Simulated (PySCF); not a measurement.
C2H7S, charge +1, singlet, geometry from GFN2-xTB. Base run: M062X/STO-3G (PySCF).

Here is a job for PySCF.
```python
from pyscf import gto, scf, dft

mol = gto.M(
    atom='''
C     1.531457    0.735647    0.106944
C     0.027265    0.874685    0.068504
S    -0.755234   -0.796382   -0.180043
H    -1.991463   -0.508231    0.287499
H    -0.370689    1.302383    0.986668
H    -0.294463    1.465952   -0.788790
H     1.968231    1.729639    0.178587
H     1.863361    0.162843    0.969476
H     1.914475    0.270997   -0.798133
H    -0.358047   -1.343460    0.992691
''',
    basis='sto-3g',
    charge=1,
    spin=0,
    verbose=3,
)

mf = dft.RKS(mol)
mf.xc = 'm062x'
mf.kernel()
mf.analyze()
```

Each row names what was changed in the base input (with any setting that the change needs).

```json
[
 {"change": "base", "ΔE vs base (mEh)": "0.000", "grid points": "115776", "electrons on the grid": "34.00001"},
 {"change": "grids.level = 7", "ΔE vs base (mEh)": "-0.033", "grid points": "609536", "electrons on the grid": "34.00000"},
 {"change": "grids.level = 2", "ΔE vs base (mEh)": "-0.195", "grid points": "71768", "electrons on the grid": "33.99996"},
 {"change": "grids.radi_method = gauss_chebyshev", "ΔE vs base (mEh)": "0.039", "grid points": "113472", "electrons on the grid": "34.00001"},
 {"change": "grids.radi_method = mura_knowles", "ΔE vs base (mEh)": "-0.005", "grid points": "110808", "electrons on the grid": "34.00001"},
 {"change": "grids.atom_grid = (150, 974)", "ΔE vs base (mEh)": "-0.033", "grid points": "812520", "electrons on the grid": "34.00000"},
 {"change": "grids.atom_grid = (75, 302)", "ΔE vs base (mEh)": "-0.019", "grid points": "145752", "electrons on the grid": "33.99996"},
 {"change": "grids.prune = off", "ΔE vs base (mEh)": "0.001", "grid points": "185720", "electrons on the grid": "34.00001"},
 {"change": "grids.level = 0", "ΔE vs base (mEh)": "-50.198", "grid points": "8136", "electrons on the grid": "34.00039"},
 {"change": "grids.level = 5", "ΔE vs base (mEh)": "-0.033", "grid points": "293784", "electrons on the grid": "34.00000"},
 {"change": "grids.prune = dft.gen_grid.sg1_prune", "ΔE vs base (mEh)": "-0.007", "grid points": "49272", "electrons on the grid": "34.00000"}
]
```
